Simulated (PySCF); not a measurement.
SMILES CCC[SiH2]OC, singlet (GFN2-xTB optimised geometry):

```
18

C      2.641    -2.001     0.000
C      2.068    -0.588     0.000
C      0.545    -0.588     0.000
Si    -0.159     1.165     0.000
O     -1.762     0.914     0.016
C     -2.768     1.878     0.024
H      2.313    -2.544     0.883
H      2.307    -2.546    -0.880
H      3.729    -1.977    -0.004
H      2.430    -0.051     0.879
H      2.430    -0.051    -0.879
H      0.191    -1.137    -0.874
H      0.190    -1.138     0.873
H      0.244     1.928    -1.191
H      0.262     1.937     1.178
H     -2.660     2.546     0.881
H     -3.729     1.367     0.084
H     -2.736     2.478    -0.888
```

Computed with PBE0/def2-SVP (PySCF).

Problem. What are the frontier orbital energies and the dipole moment?

Solution. HOMO-2 -8.86 eV, HOMO-1 -8.09 eV, HOMO -7.85 eV, LUMO 1.09 eV, LUMO+1 1.88 eV; dipole moment 0.52 D.

Meta-Löwdin charges at PBE0/def2-SVP: C1 -0.29, C2 -0.16, C3 -0.41, Si4 0.86, O5 -0.60, C6 -0.08, H7 0.10, H8 0.10, H9 0.10, H10 0.09, H11 0.09, H12 0.11, H13 0.11, H14 -0.14, H15 -0.14, H16 0.09, H17 0.11, H18 0.09.
